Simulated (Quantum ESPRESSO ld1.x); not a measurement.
Values are calculated unless marked as measured or tabulated.
Radial electron density D(r) = 4 pi r^2 rho(r) of an atom or ion with 49 electrons. Level of theory: Dirac Kohn-Sham, LDA (Slater exchange, VWN5 correlation), spin-unpolarised, spherical densities, point nucleus (ld1.x of Quantum ESPRESSO 7.5).

```
   r/bohr * D(r) (the largest magnitude, 79.6, reaches the edge; | marks zero)
 0.003215 |      *
 0.003773 |        *
 0.004464 |           *
 0.005238 |              *
 0.006147 |                 *
 0.007271 |                     *
 0.008533 |                         *
  0.01009 |                              *
  0.01185 |                                  *
   0.0139 |                                      *
  0.01644 |                                         *
   0.0193 |                                           *
  0.02283 |                                           *
  0.02679 |                                         *
  0.03144 |                                       *
  0.03719 |                                     *
  0.04364 |                                     *
  0.05162 |                                       *
  0.06058 |                                            *
  0.07109 |                                                 *
  0.08409 |                                                      *
  0.09869 |                                                      *
   0.1167 |                                                  *
    0.137 |                                           *
   0.1608 |                                      *
   0.1902 |                                     *
   0.2232 |                                         *
   0.2619 |                                            *
   0.3098 |                                          *
   0.3636 |                                  *
   0.4301 |                      *
   0.5047 |               *
   0.5923 |            *
   0.7006 |             *
   0.8222 |              *
   0.9726 |             *
    1.141 |         *
    1.339 |      *
    1.584 |   *
    1.859 | *
    2.199 |*
    2.581 |*
    3.029 |*
    3.583 *
    4.205 *
    4.974 *
    5.837 *
     6.85 *
    8.103 *
    9.508 *
    11.25 *
     13.2 *
    15.49 *
    18.32 *
     21.5 *
    25.44 *
```

What is the nuclear charge?

Answer. Z = 49. The innermost maximum, from 1s, lies near gamma/Z bohr with gamma = sqrt(1 - (Z/c)^2) = 0.934, here 0.0191 bohr (found: 0.0209), and its height grows with Z. The density is that of neutral indium in [Kr] 4d10 5s1 5p1 5d1; the configuration itself is not fixed sharply by these data, and Z only to a few units. D(r) has 4 maxima, at r = 0.0209, 0.0918, 0.270, 0.809 bohr, and minima at 0.0413, 0.178, 0.597 bohr, inside which lie 2.04, 11.22, 29.07 electrons.
